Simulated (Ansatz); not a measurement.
Basis sets compared for Al4P3⁺. Charge 1, multiplicity 1. Geometry PBE-D4/def2-SVP. Ansatz on 4 threads of Arm Neoverse V2 on a shared host; times are rough, and most runs start from earlier orbitals.

```
atom    x (Å)    y (Å)    z (Å)
 Al1  -0.6806   1.6829   0.5283
 Al2   1.6062  -0.8251  -0.5523
 Al3  -2.4496  -2.0623  -0.4165
 Al4   1.5502   1.8461  -0.9967
  P5   1.1991   0.4160   1.5666
  P6  -0.4953  -0.8802   1.0062
  P7  -0.7300  -0.1775  -1.1356
```

The restricted singlet is unstable towards broken spin symmetry in Hartree–Fock (as tested in another run); at PBE-D4/def2-SVP, PBE-D4/def2-TZVP, PBE0-D4/def2-SVP, PBE0-D4/def2-TZVP this wasn't settled. Another isomer (singlet) lies 0.58 eV lower at PBE0-D4/def2-TZVP; other spin states weren't run for this one.

| level | functions | energy (Eh) | HOMO (eV) | LUMO (eV) | wall time |
| --- | --- | --- | --- | --- | --- |
| PBE-D4/def2-SVP | 126 | -1992.0020 | -9.34 | -8.00 | 1.6 s |
| PBE0-D4/def2-SVP | 126 | -1992.1497 | -10.18 | -7.48 | 2.4 s |

**Question.** Estimate the rows for PBE-D4/def2-TZVP (with forces), PBE0-D4/def2-TZVP.

**Answer.** 
```json
{"level": "PBE-D4/def2-TZVP (with forces)", "functions": "259", "energy (Eh)": "-1992.7089", "HOMO (eV)": "-9.24", "LUMO (eV)": "-7.89", "wall time": "4.5 s"}
{"level": "PBE0-D4/def2-TZVP", "functions": "259", "energy (Eh)": "-1992.8505", "HOMO (eV)": "-10.07", "LUMO (eV)": "-7.34", "wall time": "9.5 s"}
```
